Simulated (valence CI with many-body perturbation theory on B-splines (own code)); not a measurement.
Results of a calculation; reference values are marked as such.
**S⁹⁺: what the settings do**

Level of theory: configuration interaction combined with many-body perturbation theory (CI+MBPT): five valence electrons over a frozen Dirac-Fock core [He], radial functions for each j: 6 s, 6 p, 5 d, 3 f, 1 g, with the one-electron correlation potential Σ1, the two-electron term Σ2, the three-electron term Σ3, Breit, model QED; selected CI, second order for the rest, scaled by the run's own slope (own B-spline code, finite nucleus).

No measured spectrum was set against this ion. As an estimate, levels of excited configurations hold to 0.05 to 0.15 % of their energy, terms of the ground configuration to about 0.5 %. Among the levels kept, up to 2500 cm⁻¹ of a level comes from second order outside the variational space, and about a tenth of that is noise between levels of different J, which matters for small intervals.

The reference run has the lowest level 2s²2p³ ⁴S°_3/2 and an ionisation energy of 447.510 eV. Its largest variational space holds 10598 state functions.

Changed runs:
A. shift of the energy in Σ1 (hartree) 0 → 2.178; averaging of valence orbitals over low configurations on → off
B. cutoff of virtual states (hartree) 512 → 660
C. size limit of the variational space 10000 → 6000; factor on the speed of light 1 → 10; QED terms on → off
D. scale of Σ1 1 → 2 (bad on purpose)

Excitation energies of the reference run in cm⁻¹, and shifts in cm⁻¹:

```tsv
Level	Reference	A	B	C	D
2s²2p³ ²D°_3/2	82981	+13	+0.5	+1035	+33
2s²2p³ ²D°_5/2	84126	+13	+1.0	-137	+43
2s²2p³ ²P°_1/2	127662	+16	+2.4	-1181	+26
2s²2p³ ²P°_3/2	129476	+16	+3.1	-3003	+39
2s2p⁴ ⁴P_5/2	378654	+26	+46	-7457	-1008
2s2p⁴ ⁴P_3/2	385553	+27	+47	-14292	-985
2s2p⁴ ⁴P_1/2	389082	+27	+47	-17779	-974
2s2p⁴ ²D_3/2	521516	+28	+48	-11820	-962
2s2p⁴ ²D_5/2	521659	+28	+48	-11963	-960
2s2p⁴ ²S_1/2	609910	+29	+48	-11582	-931
2s2p⁴ ²P_3/2	637915	+6.1	+49	-10258	-989
2s2p⁴ ²P_1/2	646695	+7.4	+51	-18949	-956
Ionisation energy (eV)	447.510	+0.0016	+0.0029	+0.736	+0.214
```
